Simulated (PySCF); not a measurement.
(CdSe)3 ring, Cd3Se3 (singlet state).
Bonds: Cd1–Se2, Cd1–Se6, Se2–Cd3, Cd3–Se4, Se4–Cd5, Cd5–Se6.

A GFN2-xTB structure was refined with PySCF, PBE0-D3(BJ)/def2-SVP geometry optimisation, gas phase, def2 core potentials past Kr. Its GFN2-xTB values:

| coordinate | GFN2-xTB |
| --- | --- |
| Cd1–Se2 | 2.636 Å |
| Se4–Cd5 | 2.447 Å |
| Cd1–Se2–Cd3 | 85.1° |
| Se2–Cd1–Se6 | 154.5° |
| Se2–Cd3–Se4 | 152.2° |
| Cd1–Se2–Cd3–Se4 | -1° |
| Se2–Cd1–Se6–Cd5 | -3° |
| Se2–Cd3–Se4–Cd5 | 1° |
| Cd3–Se4–Cd5–Se6 | -1° |

Problem. How do these coordinates change at the PBE0-D3(BJ)/def2-SVP level?

Solution. 
```json
{"coordinate": "Cd1–Se2", "PBE0-D3(BJ)/def2-SVP (Å or °)": "2.475", "change": "-0.161"}
{"coordinate": "Se4–Cd5", "PBE0-D3(BJ)/def2-SVP (Å or °)": "2.491", "change": "+0.044"}
{"coordinate": "Se2–Cd3–Se4", "PBE0-D3(BJ)/def2-SVP (Å or °)": "158.4", "change": "+6.2"}
{"coordinate": "Se2–Cd1–Se6", "PBE0-D3(BJ)/def2-SVP (Å or °)": "158.6", "change": "+4.1"}
{"coordinate": "Cd1–Se2–Cd3", "PBE0-D3(BJ)/def2-SVP (Å or °)": "81.9", "change": "-3.2"}
{"coordinate": "Se2–Cd3–Se4–Cd5", "PBE0-D3(BJ)/def2-SVP (Å or °)": "-4", "change": "-5"}
{"coordinate": "Cd1–Se2–Cd3–Se4", "PBE0-D3(BJ)/def2-SVP (Å or °)": "2", "change": "+3"}
{"coordinate": "Se2–Cd1–Se6–Cd5", "PBE0-D3(BJ)/def2-SVP (Å or °)": "-5", "change": "-2"}
{"coordinate": "Cd3–Se4–Cd5–Se6", "PBE0-D3(BJ)/def2-SVP (Å or °)": "1", "change": "+2"}
```

The energy falls by 20.5 kJ/mol over 24 energy and gradient evaluations, the largest force component goes from 0.0223 to 5.5e-04 Eh/bohr, and the atoms move by 0.096 Å rms after alignment. The bond that changes most is Cd1–Se2 (ends: cadmium bonded to 2 Se; selenium bonded to 2 Cd), which shortens by 0.161 Å. Bonds longer at the end by more than 0.005 Å: 2 of 6; shorter: 4. Rotational constants go from 315.7, 304.7, 155.1 to 330.4, 324.0, 163.6 MHz.

The run used 189 basis functions and 143 SCF cycles in all.

Stationary, but not proved a minimum.
